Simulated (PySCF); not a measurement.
C5H3FOP2.
InChI=1S/C5H3FOP2/c6-4-2-8-3-9-5(4)1-7/h1-3H

Computed with TDDFT CAM-B3LYP/def2-SVPD, vertical, gas phase, core orbitals frozen in the response (PySCF 2.14.0, density-fitted response routines). Isolated species at its PBE0-D3(BJ)/def2-SVP geometry (one conformer only). Torsions of this conformer, `[O:1]=[CH:2][c:3]1[p:4][cH:5][p:6][cH:7][c:8]1[F:9]`: O1–C2–C3–P4 -3°.

| state | E (eV) | ν̃ (cm⁻¹) | f | \|μ\| (D) | main configurations (H = HOMO, L = LUMO) |
| --- | --- | --- | --- | --- | --- |
| S1 | 3.37 | 27200 | 0.0038 | 0.54 | H-1→L (71%), H-3→L (13%) |
| S2 | 3.81 | 30720 | 0.011 | 0.88 | H-3→L (72%), H-1→L (20%) |
| S3 | 4.06 | 32750 | 0.014 | 0.94 | H-2→L (61%), H→L+1 (24%), H→L (12%) |
| S4 | 4.32 | 34810 | 0.153 | 3.06 | H→L (81%), H-2→L (8%) |
| S5 | 4.54 | 36650 | 0.0003 | 0.12 | H-1→L+1 (77%), H-3→L+1 (19%) |
| S6 | 5.25 | 42310 | 0.0006 | 0.17 | H-4→L (49%), H-3→L+1 (32%) |
| S7 | 5.36 | 43240 | 0.0026 | 0.36 | H-3→L+1 (40%), H-4→L (40%), H-1→L+1 (13%) |
| S8 | 5.42 | 43690 | 0.376 | 4.28 | H→L+1 (58%), H-2→L (26%) |
| S9 | 5.58 | 44970 | 0.219 | 3.22 | H-2→L+1 (84%) |
| S10 | 6.13 | 49440 | 0.0037 | 0.40 | H-4→L+1 (32%), H-1→L+2 (31%), H-3→L+2 (15%) |

Triplets (Tamm–Dancoff): T1 2.66 eV, H→L (87%); T2 2.88 eV, H-1→L (79%), H-3→L+2 (8%); T3 3.20 eV, H-3→L (76%); T4 3.38 eV, H-2→L (92%).

The lowest singlet lies at 3.37 eV (368 nm, ultraviolet) and is very weak; its leading configuration is HOMO-1→LUMO (71%). The most intense listed level is S8 at 5.42 eV (229 nm, f = 0.376), 2.04 eV above S1. Löwdin shares by element: HOMO carbon 41% or more, phosphorus 32% (atoms not listed hold the other 27%); LUMO phosphorus 39%, carbon 25% or more (atoms not listed hold the other 36%). Orbital energies (eV): HOMO-3 -9.43, HOMO-2 -9.38, HOMO-1 -9.06, HOMO -9.02, LUMO -2.20, LUMO+1 -1.14, LUMO+2 0.70. Of the 10 states listed, 5 reach f = 0.01 and 1 stays under 0.0005. The listed states span 2.76 eV, and the widest gap between neighbours is 0.70 eV (S5 to S6). No computed singlet lies in the visible range (380 to 750 nm); the lowest, at 368 nm, stands 0.11 eV above its violet end (3.26 eV); a Tamm–Dancoff triplet lies at 466 nm, without intensity as long as spin–orbit coupling is left out. All these states lie below the vertical ionisation energy of 9.65 eV (ΔSCF). Singlets were solved by full linear response, triplets in the Tamm–Dancoff approximation.
